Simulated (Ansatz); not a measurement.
`[F][Ge]([F])([F])[GeH3]` + CH₃NH₂ → `C[NH][GeH3]` + `[F][GeH]([F])[F]` at 700 K and 1 bar (cleavage of the Ge–Ge bond).

Gas-phase electronic energies from Ansatz, PBE0-D4/def2-TZVP geometries. CCSD(T)/CBS is the MP2 limit (def2-TZVPP, def2-QZVPP) plus CCSD(T) − MP2 in def2-TZVPP, frozen cores. For Ge outer-core shells are correlated without core-valence functions, which leaves a few kJ/mol of doubt a bond. Scalar relativity is left out up to krypton.

```
                  species  CCSD(T)/CBS energy (Eh)  H − E (kJ/mol)  S (J/(mol·K))
`[F][Ge]([F])([F])[GeH3]`              -4453.52870           159.7          489.6
                   CH₃NH₂                -95.75281           207.6          296.6
            `C[NH][GeH3]`              -2173.06430           268.1          408.1
       `[F][GeH]([F])[F]`              -2376.20168            89.4          366.2
```

H − E and S are ideal-gas, rigid-rotor, harmonic terms from PBE0-D4/def2-TZVP, for one conformer and one mirror image of each species. 1 Eh = 2625.50 kJ/mol, R = 8.31446 J/(mol·K).

Question: By hand: ΔE, ΔH, ΔS and ΔG.

Answer: ΔE = (-2173.06430) + (-2376.20168) − (-4453.52870) − (-95.75281) = 0.01553 Eh = 40.8 kJ/mol. Δ(H − E) = 268.1 + 89.4 − 159.7 − 207.6 = -9.8, so ΔH = 31.0 kJ/mol. ΔS = 408.1 + 366.2 − 489.6 − 296.6 = -11.9 J/(mol·K). ΔG = 31.0 − 700 × (-11.9)/1000 = 39.3 kJ/mol.

Question: By hand: the equilibrium constant, and the temperature at which ΔG would vanish if ΔH and ΔS stayed fixed.

Answer: log₁₀ K = −ΔG/(RT ln 10) = -2.9. ΔH and −TΔS have one sign here, so there is no such temperature.

The number of gas molecules stays the same, so ΔS is small and ΔH decides. A doubt of 5 kJ/mol in ΔE shifts log₁₀ K by 0.4 here. Other conformers and mirror images would add mixing entropy, several J/(mol·K) or more a flexible species. Modes under 60 cm⁻¹, often nearly free rotors, make the harmonic entropy too high. These are equilibria of isolated gas molecules and say nothing of rates. Largest T1 diagnostic: 0.013 (customary marks: 0.02 for closed shells, 0.045 for open ones).

ΔS is within the doubt of such terms, so its sign, and with it that verdict, could turn.
